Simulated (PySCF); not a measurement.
C5H8F4O.
Numbering: `[CH3:1][C@@H:2]([F:3])[O:4][CH2:5][CH2:6][C:7]([F:8])([F:9])[F:10]` (hydrogens: H11, H12, H13 on C1; H14 on C2; H15, H16 on C5; H17, H18 on C6)

All values: PBE0/pcSseg-1 (PySCF, non-relativistic), on one gas-phase PBE0-D3(BJ)/def2-SVP geometry that isn't relaxed in the solvent. The solvent is an IEF-PCM continuum (Bondi radii, 1.10 Å for H, scaled by 1.2). Only the electrostatic response of the medium enters.

Gas phase at PBE0/pcSseg-1: HOMO -8.62 eV, LUMO 1.31 eV, dipole 3.38 D.

Task: What does the continuum do to the energy, the frontier levels and the dipole at PBE0/pcSseg-1 in benzene and chloroform?

Result: 
```json
{"solvent": "benzene", "ε": "2.271", "E(solvent) − E(gas) (kcal/mol)": "-2.63", "polarisation term (kcal/mol)": "-2.79", "distortion of the solute (kcal/mol)": "0.16", "HOMO (eV)": "-8.51", "LUMO (eV)": "1.54", "dipole (D)": "3.73"}
{"solvent": "chloroform", "ε": "4.711", "E(solvent) − E(gas) (kcal/mol)": "-4.20", "polarisation term (kcal/mol)": "-4.65", "distortion of the solute (kcal/mol)": "0.45", "HOMO (eV)": "-8.47", "LUMO (eV)": "1.67", "dipole (D)": "3.96"}
```

Polarisation term: ½ Σ q·V over the induced surface charges. Distortion: the rise of the solute's own energy as its density leaves the gas-phase optimum. From benzene to chloroform the lowering changes by a factor 1.60, Onsager's factor (ε − 1)/(2ε + 1) by 1.55 and ε itself by 2.1.

Task: Which radius a makes the point-dipole formula ΔE = −[(ε − 1)/(2ε + 1)]·μ²/a³ give the value in chloroform, with the gas-phase dipole?

Result: μ = 1.328 au and |ΔE| = 0.00669 Eh give a = 2.41 Å; the farthest nucleus lies 3.59 Å from the centroid of the nuclei, so such a sphere wouldn't even hold the nuclei. The formula assumes a rigid point dipole at the centre of a sphere.

Task: Which Hirshfeld charges (PBE0/pcSseg-1) respond most in benzene (means over atoms taken as equivalent)?

Result: 
| atoms | environment | gas (e) | solvent (e) | change |
| --- | --- | --- | --- | --- |
| F3 | alkyl fluorine | -0.115 | -0.121 | -0.006 |
| H16 | methylene hydrogen | +0.044 | +0.049 | +0.005 |
| O4 | ether oxygen | -0.130 | -0.135 | -0.005 |
| H14 | methine hydrogen | +0.033 | +0.038 | +0.005 |
| H17 | methylene hydrogen | +0.055 | +0.060 | +0.005 |
| F8/F9/F10 | fluorine of a CF3 group | -0.095 | -0.098 | -0.003 |
| H15 | methylene hydrogen | +0.044 | +0.046 | +0.002 |
| H11/H12/H13 | methyl hydrogen | +0.051 | +0.052 | +0.001 |
| C1 | methyl carbon | -0.128 | -0.129 | -0.001 |
| C6 | chain CH2 carbon | -0.106 | -0.105 | +0.001 |
| C5 | sp3 carbon bound to oxygen | +0.005 | +0.005 | 0.000 |
| H18 | methylene hydrogen | +0.042 | +0.043 | +0.001 |

Time: 41 s; peak memory 1.2 GiB. Hardware: an Arm Neoverse V1 with one thread, on a shared host. This is the whole shielding run at PBE0/pcSseg-1 in chloroform, SCF included.

The values belong to the conformer `[CH3:1][C@@H:2]([F:3])[O:4][CH2:5][CH2:6][C:7]([F:8])([F:9])[F:10]`: C1–C2–O4–C5 174°, C2–O4–C5–C6 86°, O4–C5–C6–C7 61°, C5–C6–C7–F8 -68°.
